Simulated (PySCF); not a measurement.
**Ar⁺: ionisation energy**

Ar⁺ [Ne] 3s2 3p5 (2P) → Ar²⁺ [Ne] 3s2 3p4 (3P), as a difference of total energies. Computed with PySCF 2.14 in def2-QZVPPD (10s7p5d2f1g, 79 functions), with no relativity, point nucleus. Correlated levels: valence: [Ne] frozen. The calculations carry no spin-orbit coupling.

```json
{"method": "UHF", "ionisation energy (eV)": "26.369"}
{"method": "MP2 (valence)", "ionisation energy (eV)": "27.482"}
{"method": "SCS-MP2 (valence)", "ionisation energy (eV)": "27.498"}
{"method": "CCSD (valence)", "ionisation energy (eV)": "27.465"}
{"method": "CCSD(T) (valence)", "ionisation energy (eV)": "27.508"}
```

Question: How much does correlation contribute at CCSD(T) (valence)?

Answer: 27.508 − (26.369) = 1.139 eV, measured against UHF.

A first-order spin-orbit estimate (lowest level to lowest level, LS coupling) adds -0.006 eV.

Errors of the correlated levels include the incompleteness of this basis and the frozen core.

For comparison: 27.630 eV (measured; NIST Atomic Spectra Database, ionization energies).
